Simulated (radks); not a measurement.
Results of a calculation; reference values are marked as such.
Question: These are the eigenvalues of the occupied orbitals of an atom or ion with whole-number occupations (eV). Level of theory: Dirac Kohn-Sham, AM05, spin-unpolarised, spherical densities, point nucleus (a radial shooting solver on a logarithmic mesh with Libxc functionals).

1s1/2: -17926.62
2s1/2: -2596.637
2p1/2: -2389.428
2p3/2: -2303.679
3s1/2: -531.3845
3p1/2: -454.1472
3p3/2: -440.3624
3d3/2: -303.9228
3d5/2: -301.3807
4s1/2: -167.3349
4p1/2: -143.8143

Which element is it, and in what charge state? The configuration may be excited. Open shells, if any, fill j = l - 1/2 first.

Answer: Z = 40, zirconium, charge +8: Zr8+ in [Ar] 3d10 4s2 4p2. The list shows which subshells hold electrons but not how many an open one holds; the 1s level, -658.79 hartree, gives Z - s = 36.3 by -(Z - s)^2/2, which with screening and relativity narrows Z to a few neighbours, and the depths of the outer levels then fix element, charge and occupations together.
